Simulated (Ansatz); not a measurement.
The same path of AlClF₃H₅NOTa (13 atoms, charge 0, multiplicity 1) was run 3 times with different band settings. Lost on the way: Cl8–Al10, O9–H13. Made: N2–H13.

Computed with RHF/def2-SVP (Ansatz 0.2.0).

Relaxed end points:

```xyz
13
Properties=species:S:1:pos:R:3
Ta 0.500 -0.241 -0.067
N 2.181 0.729 -0.125
H 2.725 0.956 0.690
H 2.560 1.146 -0.958
F 0.770 -0.507 1.778
F 0.399 -0.089 -1.942
F -0.810 1.058 0.208
Cl -1.531 -1.993 -0.053
O 1.269 -2.175 -0.362
Al 0.072 -3.622 -0.380
H -0.026 -4.228 -1.828
H 0.254 -4.496 0.914
H 2.200 -2.304 -0.491
```

```xyz
13
Properties=species:S:1:pos:R:3
Ta -0.074 -0.441 0.036
N 2.184 -0.048 -0.453
H 2.768 -0.241 0.346
H 2.287 0.930 -0.680
F 0.636 -0.436 1.796
F -0.179 -0.265 -1.850
F 0.020 1.466 0.105
Cl -2.345 -0.634 0.534
O 0.361 -2.266 -0.146
Al 0.686 -3.940 -0.308
H 2.159 -4.326 -0.711
H -0.463 -4.975 -0.051
H 2.525 -0.588 -1.233
```

Common settings: movable images 5; climbing image yes; optimiser quadratic models (default); force threshold 0.05 eV/Å; iteration limit 60; end points relaxed.

| run | spring | start path |
| --- | --- | --- |
| 1 | 5.0 eV/Å² | through a guess of the saddle point |
| 2 | 0.1 eV/Å² | through a guess of the saddle point |
| 3 | 5.0 eV/Å² | straight line |

Question: What does each run give, and how far can it be trusted?

Answer: Run 1: converged after 31 iterations, highest image 1.476 eV above the first end. Neighbouring images differ by up to 1.6 eV, so the band resolves the path poorly. A vibrational analysis at the climbing image gives one clearly imaginary mode, 1811i cm⁻¹: a first-order saddle point.
Run 2: converged after 20 iterations, highest image 1.476 eV above the first end. Neighbouring images differ by up to 1.7 eV, so the band resolves the path poorly. Another band between the same ends (5 images) ends at a top of the same energy, where a vibrational analysis finds 1 clearly imaginary mode.
Run 3: converged after 35 iterations, highest image 1.480 eV above the first end. Neighbouring images differ by up to 1.6 eV, so the band resolves the path poorly. The order of the stationary point at the top wasn't checked.
The orbitals stay closed-shell, which can raise the energy where a bond breaks towards radicals; this wasn't checked here.
